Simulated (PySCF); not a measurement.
C4H6S, SMILES S1C(=C)CC1. Atoms are numbered in the order given.

```xyz
11

C     -0.0825    -2.0986     0.0000
C      0.1029    -0.7782     0.0000
C      1.3450     0.0929     0.0000
C      0.5905     1.4448     0.0000
S     -1.0538     0.5836     0.0000
H      0.7772    -2.7743     0.0000
H     -1.0814    -2.5409     0.0000
H      1.9765    -0.0565    -0.8905
H      1.9765    -0.0565     0.8905
H      0.7383     2.0621    -0.8969
H      0.7383     2.0621     0.8969
```
Charge 0, spin multiplicity 1.

Geometry: B3LYP-D3(BJ)/def2-SVP.

Level of theory: PBE/pcSseg-1 (PySCF).

GIAO shieldings, no solvent; atoms listed in one row are averaged. δ = σ(ref) − σ: ¹³C against TMS (σ = 182.0 ppm); ³³S against H2S (σ = 706.5 ppm); ¹H against TMS (σ = 31.49 ppm), references at their B3LYP-D3(BJ)/def2-TZVP geometries, non-relativistic.

Computed chemical shifts:
| nucleus | atoms | count | δ (ppm) |
|---|---|---|---|
| ¹³C | C2 | 1 | 156.4 |
| ¹³C | C1 | 1 | 108.5 |
| ¹³C | C3 | 1 | 43.3 |
| ¹³C | C4 | 1 | 30.4 |
| ³³S | S5 | 1 | 412.5 |
| ¹H | H6 | 1 | 5.45 |
| ¹H | H7 | 1 | 5.14 |
| ¹H | H8, H9 | 2 | 3.68 |
| ¹H | H10, H11 | 2 | 3.31 |
